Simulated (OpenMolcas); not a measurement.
Levels of Pm⁴⁺ by method

- Program: OpenMolcas
- Basis: ANO-RCC-VTZP [8s7p5d3f2g1h]
- Scalar Hamiltonian: DKH3, point nucleus
- Active space: 3 electrons in 7 orbitals (4f)
- State averaging: 2S+1 = 4 odd, 35 roots (21 in the spin-orbit step); 2S+1 = 2 odd, 112 roots (35 in the spin-orbit step)
- Spin-orbit coupling: state interaction with AMFI integrals over the reference wave functions, term energies averaged over their components

Methods on the same reference wave functions:
A. CASSCF
B. SS-CASPT2, IPEA 0.25 Eh, imaginary shift 0.1 Eh (closed shells correlated: 5s 5p)

Energies in cm-1 above 4f3 4I* 9/2.

```tsv
Level	A	B
4f3 4I* 9/2	0.0	0.0
4f3 4I* 11/2	2563	2610
4f3 4I* 13/2	5312	5370
4f3 4I* 15/2	8158	8200
4f3 2H* 9/2 [71 %]	18139	16120
4f3 4F* 3/2	18539	16210
4f3 4F* 5/2	19550	17220
```

From A to B the spin-free energies of the other terms of 4f3 shown, above 4I*, scale by factors of 0.85 to 0.87, as is usual when dynamic correlation screens the repulsion within a d or f shell.

The lowest spin-free term lies below A's lowest term by 0.275 hartree in B.

CASPT2 does not keep the components of a term degenerate, so their means are used; among the terms shown or strongly mixed into the levels shown the widest spread is 260 cm-1 (4f3 4I*, B). High states are left out of the spin-orbit mixing, which shifts the levels that they would mix with. Without dynamic correlation excited terms often stand tens of per cent too high (terms of higher spin than the ground term too low), and those without a measured partner can miss by more than the paired ones (holds for A). Only configurations of the active space appear. Levels that lie high or do not pair safely by name in every column are left out.

A share in square brackets marks a mixed level and gives the weight of the term that names it, the lowest over the columns. * marks odd parity.
